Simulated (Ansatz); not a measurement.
C₃H₇BO, SMILES OB1CCC1.

Coordinates come from a PBE0-D3(BJ)/def2-SVP optimisation. Other conformers were not sampled.

Two levels are set side by side: PBE/def2-SVPD (Ansatz, an electronic-structure program) and PBE0/def2-SVPD (Ansatz). Energy differences of separate SCF runs at the same geometry; the states with an electron removed or added have multiplicity 2 and 2. Differences are taken from unrounded values.

```tsv
quantity	PBE0
vertical ionisation energy (eV)	10.10
vertical singlet–triplet gap (eV)	5.77
```

**Question.** What does PBE give, and how far is it from PBE0? (The exact figures need the calculation; the answer reports its results.)

**Answer.** 
```json
[
 {"quantity": "vertical ionisation energy (eV)", "PBE": "9.81", "PBE minus PBE0": "-0.29"},
 {"quantity": "vertical singlet–triplet gap (eV)", "PBE": "5.46", "PBE minus PBE0": "-0.31"}
]
```
